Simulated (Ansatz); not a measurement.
Isolated molecules relaxed with PBE0-D4/def2-TZVP in Ansatz; ΔE leaves out vibrations. CCSD(T)/CBS adds triple-zeta CCSD(T) − MP2 to the extrapolated MP2 energy (def2 sets, frozen cores). This one scheme is used for every species. For Ge outer-core shells are correlated without core-valence functions, which leaves a few kJ/mol of doubt a bond. Scalar relativity is left out up to krypton. One conformer a species, not always the lowest.

`C=C[SiH2][GeH3]` + H₂S → `C=C[SiH2]S` + GeH₄  (cleavage of the Si–Ge bond)

```json
{"species": "`C=C[SiH2][GeH3]`", "CCSD(T)/def2-TZVPP energy (Eh)": "-2445.50638"}
{"species": "H₂S", "CCSD(T)/def2-TZVPP energy (Eh)": "-398.93111"}
{"species": "`C=C[SiH2]S`", "CCSD(T)/def2-TZVPP energy (Eh)": "-766.46738"}
{"species": "GeH₄", "CCSD(T)/def2-TZVPP energy (Eh)": "-2077.98646"}
```

(1) Work out ΔE.

Largest T1 diagnostic among the species: 0.012.

Results:

(1) ΔE = (-766.46738) + (-2077.98646) − (-2445.50638) − (-398.93111) = -0.01635 Eh = -42.9 kJ/mol. CCSD(T)/CBS gives -44.1 kJ/mol.

In def2-TZVPP, CCSD(T) changes the Hartree–Fock value by +11.3 kJ/mol (the triples alone add +0.1 kJ/mol) and MP2 by +5.1 kJ/mol.
